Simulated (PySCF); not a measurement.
C2H5ClFNSi, SMILES C/N=C/[Si@H](F)Cl. Geometry: PBE-D3(BJ)/def2-SVP. The structure was generated by enumeration; whether it is a known compound was not checked. Other conformers were not sampled.

Task: Give the equilibrium geometry at PBE-D3(BJ)/def2-SVP (PySCF confirms it by a frequency run) as Cartesian coordinates in Å. (The exact figures need the calculation; the answer reports its results.)

Result: This is not unique; one that fits is 
```xyz
11

C     -3.3510    -0.4757     0.0392
N     -2.0002    -0.4311    -0.4673
C     -1.0296    -0.2473     0.3507
Si     0.6936    -0.1927    -0.3960
F      1.5491    -1.4964     0.1000
Cl     1.6681     1.4879     0.3280
H     -3.4340    -0.3402     1.1454
H     -3.8106    -1.4460    -0.2458
H     -3.9539     0.3055    -0.4712
H     -1.1921    -0.1153     1.4552
H      0.6654    -0.1784    -1.8854
```
